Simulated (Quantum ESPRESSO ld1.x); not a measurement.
The run below uses ld1.x (Quantum ESPRESSO 7.5).

```
 &input
    zed=43.0,
    iswitch=1,
    rel=1,
    lsd=1,
    dft='PZ',
    config='[Ar] 3d10 4s2 4p1',
    verbosity='high',
    prefix='ld1',
    max_out_wfc=37,
    file_charge='ld1.rho',
 /
```

Command: `OMP_NUM_THREADS=1 ld1.x < ld1.in > ld1.out`

It prints (banner and zero overlaps left out):

```
     Program LD1 v.7.5 starts

     --------------------------- All-electron run ----------------------------

     scalar relativistic calculation

     atomic number is 43.00
     dft =PZ   lsd =1 sic =0 latt =0  beta=0.20 tr2=1.0E-14
     Exchange-correlation= PZ
                           (   1   1   0   0   0   0   0)
     mesh =2047 r(mesh) = 100.16310 a.u. xmin = -8.00 dx = 0.00800
     1 Ry =  13.60569312 eV, c = 137.03599908

     n l     nl                  e(Ry)          e(Ha)          e(eV)
     1 0     1S 1( 1.00)   -1550.267746716    -775.133873358 -21092.4672203
     2 0     2S 1( 1.00)    -236.756688100    -118.378344050  -3221.2388431
     2 1     2P 1( 3.00)    -214.005697599    -107.002848799  -2911.6958481
     3 0     3S 1( 1.00)     -55.551078583     -27.775539291   -755.8109278
     3 1     3P 1( 3.00)     -48.062388760     -24.031194380   -653.9221122
     3 2     3D 1( 5.00)     -35.941880329     -17.970940165   -489.0141940
     4 0     4S 1( 1.00)     -20.786468564     -10.393234282   -282.8143124
     4 1     4P 1( 1.00)     -18.375634168      -9.187817084   -250.0132394
     1 0     1S 2( 1.00)   -1550.246648544    -775.123324272 -21092.1801650
     2 0     2S 2( 1.00)    -236.742647122    -118.371323561  -3221.0478059
     2 1     2P 2( 3.00)    -213.986390002    -106.993195001  -2911.4331549
     3 0     3S 2( 1.00)     -55.525338652     -27.762669326   -755.4607182
     3 1     3P 2( 3.00)     -48.033905198     -24.016952599   -653.5345736
     3 2     3D 2( 5.00)     -35.912637925     -17.956318963   -488.6163308
     4 0     4S 2( 1.00)     -20.631406458     -10.315703229   -280.7045850
     4 1     4P 2( 0.00)     -18.220713212      -9.110356606   -247.9054324

     final scf error:  2.1E-17 reached in  21 iterations

     Etot =   -8468.044574 Ry,   -4234.022287 Ha, -115213.615832 eV
     Total magnetization:    1.00 Bohr mag.

     Ekin =    8745.095512 Ry,    4372.547756 Ha,  118983.085871 eV
     Encl =  -19848.685806 Ry,   -9924.342903 Ha, -270055.127967 eV
     Eh   =    2867.281799 Ry,    1433.640899 Ha,   39011.356251 eV
     Exc  =    -231.736080 Ry,    -115.868040 Ha,   -3152.929987 eV
```

Run on one thread of a shared host, so times are rough (Intel(R) Xeon(R) Processor @ 2.60GHz): 0.46 s of CPU time, 1.3 s wall, 21 iterations on 2047 mesh points.
